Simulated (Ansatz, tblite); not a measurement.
Removing and adding an electron: VBr2(PH3)2 (VP₂H₆Br₂). The state is a quartet with charge 0. Geometry: r2SCAN-D4/def2-SVP. Ansatz, gas phase; energy differences of separate SCF runs; the oxidised species is a triplet (the quintet lies 1.98 eV higher at PBE0-D4/def2-TZVP); the reduced species is a quintet (the triplet lies 0.17 eV higher at PBE0-D4/def2-TZVPD).

```xyz
11

V    -0.987   -0.757    0.465
Br   -0.093   -2.395   -1.143
Br   -2.623   -0.486    2.198
P    -0.894    0.896   -1.350
H    -1.180    2.285   -1.204
H    -1.747    0.644   -2.458
H     0.323    1.024   -2.074
P     1.299   -0.344    1.238
H     2.309   -0.089    0.270
H     1.929   -1.441    1.884
H     1.664    0.664    2.174
```

The xTB rows come from tblite.

```
               level  −HOMO (eV)  vertical IE (eV)  −LUMO (eV)  vertical EA (eV)  HOMO–LUMO gap (eV)  IE − EA (eV)                       remarks
            GFN1-xTB           –             11.52           –              5.03                   –          6.49                             –
    PBE-D4/def2-TZVP        4.27              6.85        3.32                 –                0.95             –                             –
 r2SCAN-D4/def2-TZVP        4.69              7.13        2.98                 –                1.71             –                             –
r2SCAN-D4/def2-TZVPD        4.72                 –        3.01              0.86                1.71             –  HOMO above zero (-1 quintet)
```

Estimate the rows for GFN2-xTB, PBE-D4/def2-TZVPD, PBE0-D4/def2-TZVP, PBE0-D4/def2-TZVPD.


```tsv
level	−HOMO (eV)	vertical IE (eV)	−LUMO (eV)	vertical EA (eV)	HOMO–LUMO gap (eV)	IE − EA (eV)	remarks
GFN2-xTB	–	11.63	–	6.12	–	5.52	–
PBE-D4/def2-TZVPD	4.32	–	3.37	1.00	0.95	–	HOMO above zero (-1 quintet)
PBE0-D4/def2-TZVP	5.92	7.33	1.88	–	4.04	–	–
PBE0-D4/def2-TZVPD	5.95	–	1.93	0.85	4.02	–	HOMO above zero (-1 quintet)
```

   A HOMO above zero means that the electron is unbound at that level or that self-interaction error raises the level; the energy of removing that electron tells which. HOMO and LUMO are the levels of the spin that leaves or enters (xTB has no such levels and no spin-polarisation term). Other spin states of the ions may lie lower, which would lower the ionisation energy or raise the affinity. Raw xTB energy differences between charge states are shifted by several eV; the methods need an empirical correction for them.
